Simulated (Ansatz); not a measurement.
Reactions of `C=C[Se]C=N`.

Calculated with Ansatz (gas phase, PBE0-D4/def2-TZVP geometries, no zero-point term in ΔE). CBS: MP2 limit from def2 TZ/QZ plus the TZ coupled-cluster correction, frozen cores. This one scheme is used for every species. Functionals use def2-TZVPP. Elements past krypton have def2 core potentials. For Se, Sn outer-core shells are correlated without core-valence functions, which leaves a few kJ/mol of doubt a bond. Scalar relativity is left out up to krypton. Each species was taken in one conformer, which may not be the lowest.

```
                                                                          reaction  CCSD(T)/CBS(def2) (kcal/mol)
                                    `C=C[Se]C=N` + propene → `C=CC[Se]C=C` + `C=N`                           3.1
              `C=C[Se]C=N` + `O[Si](Cl)(Cl)Cl` → `C=CO[Si](Cl)(Cl)Cl` + `N=C[SeH]`                           8.7
                                           `C=C[Se]C=N` + BH₃ → `B[Se]C=C` + `C=N`                         -30.6
                                        `C=C[Se]C=N` + CH₄ → `C[Se]C=N` + ethylene                             ?
`C=C[Se]C=N` + `[CH3][SnH]([CH3])[CH3]` → `C=C[Se][Sn]([CH3])([CH3])[CH3]` + `C=N`                         -28.2
```

Q: Fill in the missing values. (An estimate is asked.)

A: The calculation gave: `C=C[Se]C=N` + CH₄ → `C[Se]C=N` + ethylene: +3.5 kcal/mol.

Largest T1 diagnostic: 0.013, for `B[Se]C=C`.
